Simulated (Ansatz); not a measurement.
# Relative stability

The two ends of one reaction step of TiAlH₃F₄, singlet (PBE0-D4/def2-TZVP).

A:

Al1  (-0.943, -0.823, -0.881)
H2  (0.655, -0.421, -1.150)
H3  (-1.893, -1.600, -1.845)
H4  (-1.123, 0.745, -0.337)
Ti5  (0.642, 0.561, 0.599)
F6  (-0.505, -1.284, 0.737)
F7  (1.196, 1.984, -0.228)
F8  (-0.119, 1.143, 2.057)
F9  (2.089, -0.305, 1.046)
(Å)

B:

Al1  (-0.692, -0.997, -1.131)
H2  (0.311, -1.653, -2.153)
H3  (-2.266, -0.978, -1.176)
H4  (-0.152, 0.640, -0.838)
Ti5  (0.519, 0.717, 0.871)
F6  (-0.100, -1.172, 0.549)
F7  (0.782, 2.378, 0.404)
F8  (-0.532, 0.884, 2.241)
F9  (2.129, 0.181, 1.233)
(Å)

Computed with Ansatz 0.2.0 (basis: def2-TZVPP); correlated methods freeze the cores. B3LYP uses VWN-RPA correlation.

(1) Which structure is lower at CCSD(T), and by how much? (To be estimated.)

The T1 diagnostic stays at or below 0.024.

Answers

(1) The calculation gives: B, by 14.7 kJ/mol (electronic energy, against the other). By their contacts, A is TiAlH₃F₄ ([F][Ti]123([F])([F])[H][AlH]1([H]2)[F]3) and B is TiAlH₃F₄ ([F][Ti]12([F])([F])[H][AlH2]1[F]2).

All methods give the same order:

```tsv
method	E(B) − E(A) (kJ/mol)
SPW92	-5.7
PBE-D4	-14.9
BLYP-D4	-23.1
r2SCAN-D4	-14.2
B97M-V	-15.2
PBE0-D4	-15.6
B3LYP-D4	-22.8
r2SCAN0-D4	-14.9
BHLYP-D4	-23.9
CAM-B3LYP-D4	-22.1
wB97X-V	-18.2
wB97M-V	-16.9
B2PLYP	-19.6
PBE-QIDH	-13.6
RPA on PBE	-14.4
HF	-33.9
MP2	-13.4
CCSD	-18.2
CCSD(T)	-14.7
```

Labels in which every atom is bracketed show which atoms are joined, not bond orders.

For scale, one of the runs: CCSD(T)/def2-TZVPP, 272 basis functions, launched by `ansatz run in.yaml --threads 8 --pin off --events-out ev --progress --plain --max-ram 19148MiB`. Time: 5.5 min of wall clock on 8 CPU threads of an Intel Xeon; the host was shared. Peak host memory: 8.1 GiB.
